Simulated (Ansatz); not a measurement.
Q: Name a neutral molecule of Al, C, Cl, N and H with LUMO energy (PBE/def2-TZVPP) between -1.15 and -0.85 eV and HOMO energy (B3LYP/def2-TZVPP) between -7.10 and -6.80 eV (Ansatz, PBE0-D4/def2-TZVP geometry).

A: `[CH3][Al-]([CH3])([NH3+])[Cl]` (-1.03 eV, -6.89 eV). Other molecules can fit too; these were computed, each in one conformer that needn't be the lowest.

B3LYP here is the variant with VWN-RPA as its local correlation; programs differ in this.
